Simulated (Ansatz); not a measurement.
Ligand-field states of MnMe2 (C2H6Mn) at its r2SCAN-D4/def2-TZVP geometry (relaxed as a sextet).

```xyz
9

Mn   -0.017    0.024   -0.015
C     0.872   -0.521   -1.797
H     0.787   -1.598   -1.991
H     1.944   -0.286   -1.816
H     0.427   -0.013   -2.662
C    -0.874    0.524    1.796
H    -1.688    1.252    1.689
H    -0.149    0.966    2.490
H    -1.302   -0.348    2.306
```

CASSCF(5,5) on the Mn 3d shell in def2-TZVP, averaged with equal weights over 1 sextet and 12 quartets and 9 doublets, then SC-NEVPT2; Ansatz, no spin–orbit coupling. The space holds no ligand orbitals and no second d shell, so covalent complexes are described poorly.

(1) Estimate the states' energies above the lowest.

Answers

(1) 
```csv
state,CASSCF (cm⁻¹),NEVPT2 (cm⁻¹)
sextet 1,0,0
quartet 1,28534,25682
quartet 2,28539,25689
quartet 3,28862,26047
quartet 4,29287,26296
quartet 5,29290,26301
quartet 6,29355,26589
quartet 7,29355,26590
quartet 8,30001,27283
quartet 9,30001,27283
quartet 10,32749,28254
quartet 11,32751,28256
quartet 12,34725,30177
doublet 1,41628,38597
doublet 2,41628,38597
doublet 3,42025,38800
doublet 4,42025,38800
doublet 5,42129,38854
doublet 6,42129,38854
doublet 7,42321,39177
doublet 8,42376,39132
doublet 9,42378,39134
```
The lowest NEVPT2 state is a sextet. Hardware: 4 threads of Arm Neoverse V1 on a shared host. Wall time 35 s.
